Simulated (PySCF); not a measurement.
SiH2OF2, closed shell: at the start structure of a reaction step.

The script, run.py:

```python
import json, numpy as np
from pyscf import gto, scf, dft, mp, cc
EV, BOHR = 27.211386245988, 0.529177210903
mol = gto.M(atom="""
Si -0.378721 0.195651 0.397148
H -1.169898 1.410257 0.202676
O 0.515622 -0.051051 -0.923408
H 1.098549 -0.808710 -0.988559
F 0.529046 0.337194 1.687478
F -1.331095 -1.037428 0.681850
""", basis="sto-3g", charge=0, spin=0, max_memory=8670, verbose=0)
def mean_field(mol, dm=None):
    mf = scf.RHF(mol).density_fit()
    mf.conv_tol = 1e-9
    mf.kernel(dm0=dm)
    if not mf.converged: mf = mf.newton().run(mf.mo_coeff, mf.mo_occ)
    assert mf.converged
    return mf
def d4(mol):
    return 0.0, np.zeros((6, 3))
def energy_and_gradient(mol, dm=None):
    mf = mean_field(mol, dm); e, g = d4(mol)
    return mf, (mf.e_tot + e) * EV, (mf.nuc_grad_method().kernel()[:6] + g) * EV / BOHR
out = {}
mf = mean_field(mol); e = d4(mol)[0]
out.update(energy=(mf.e_tot + e) * EV, converged=True, dispersion=e * EV)
out['s2'] = mf.spin_square()[0]; out['nelec'] = mol.nelec
print(f"Total energy {out['energy']:.6f} eV, <S^2> {out['s2']:.4f}")
json.dump(out, open("out.json", "w"), default=float)
```

Command:

```bash
OMP_NUM_THREADS=4 python run.py
```

It printed (PySCF 2.14):

```
Total energy -15149.577199 eV, <S^2> 0.0000
```

The run took about 1.9 s on 4 CPU threads of an AMD EPYC (shared host).
